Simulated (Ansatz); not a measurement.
Input file for Ansatz (a first-principles code): U-PBE0/def2-TZVPP on C3H2 (SMILES [CH]C#C), 2S+1 = 1, a spin state set in the input, which need not be the lowest, at the other state's geometry.

Ansatz 0.2 input:
```yaml
crystal:
  periodic: [false, false, false]
  atoms:
    - {symbol: C, position_ang: [-1.22982616, -0.26597044, -0.14492233]}
    - {symbol: C, position_ang: [-0.00060308, 0.00653588, -0.00585868]}
    - {symbol: C, position_ang: [1.23212629, 0.24104288, 0.16726705]}
    - {symbol: H, position_ang: [-2.23521127, -0.47809025, -0.41479841]}
    - {symbol: H, position_ang: [2.22502897, 0.58844029, 0.31588214]}
basis:
  gaussian:
    orbitals: def2-TZVPP
hamiltonian:
  xc: {name: PBE0}
magnetization: {spin_polarized: true, initial_magnetization: 0}
```

The log:

```
WARN ansatz: RAYON_NUM_THREADS=2 ignored (pool sized by the plan → 2); use --threads N
Functional definition: PBE0
integrals: 0.02 GiB planned
658 factors; their error is unknown
mean field: 0.38 GiB planned
mean field evaluation 1: about -3130.3965 eV, gradient 2.8e1 eV
mean field evaluation 2: about -3130.0722 eV, gradient 2.9e1 eV
mean field evaluation 4: about -3134.3996 eV, gradient 1.2e0 eV
mean field evaluation 8: about -3134.4119 eV, gradient 2.3e-3 eV
mean field evaluation 16: about -3134.5607 eV, gradient 9.6e-1 eV
mean field evaluation 32: about -3131.0436 eV, gradient 2.7e1 eV
mean field evaluation 64: about -3135.0659 eV, gradient 4.9e0 eV
mean field -3135.31271094 eV, -115.2206169357 hartree, gradient 8.0e-6 eV, S^2 1.032484; 6 other end points of the search recorded, 0 dependent functions left out
reference -3135.31273584 eV, -115.2206178507 hartree; 10, 10 occupied and 111, 111 virtual orbitals, 658 factors
Total energy: -3135.31273584 eV, -115.2206178507 hartree
```

The calculation finished and met its thresholds. Its determinant has ⟨S²⟩ = 1.03, a mixture of spin states.

Cost: around 17 core-seconds (rough).
